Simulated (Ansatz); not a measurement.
`[CH3][Nb](=[O])([OH])[F]`. The species carries charge 0 and has multiplicity 1. Nb: def2 effective core potential. Geometry: relaxed with PBE0-D4/def2-TZVP. It is one conformer, not always the lowest.

```xyz
9

C     0.755    0.140   -1.154
Nb   -0.413   -0.487    0.535
O    -1.972   -0.700   -0.086
O    -0.405    0.926    1.783
F     0.273   -2.106    1.184
H     0.335    1.046   -1.602
H     0.750   -0.645   -1.917
H     1.788    0.340   -0.854
H    -1.111    1.485    2.111
```

Q: What is the dipole moment at r2SCAN/def2-TZVPP? (An estimate is asked.)

A: The calculation gave: 2.37 D, with components (0.79, 2.16, 0.58) D in this frame, pointing from negative to positive charge.

Q: And with PBE, B3LYP, ωB97M-V? (Estimate.)

A: The calculation gave: PBE 2.30 D, B3LYP 2.40 D, ωB97M-V 2.37 D.

Q: Give the Mulliken charges with r2SCAN, PBE, B3LYP in def2-TZVPP. (Estimate.)

A: Computed: 
```csv
atom,r2SCAN,PBE,B3LYP
C1,-0.41,-0.50,-0.50
Nb2,1.35,1.22,1.39
O3,-0.51,-0.46,-0.52
O4,-0.53,-0.46,-0.51
F5,-0.40,-0.36,-0.41
H6,0.09,0.11,0.11
H7,0.09,0.12,0.12
H8,0.08,0.11,0.11
H9,0.23,0.21,0.21
```

B3LYP here is the variant with VWN-RPA as its local correlation; programs differ in this.
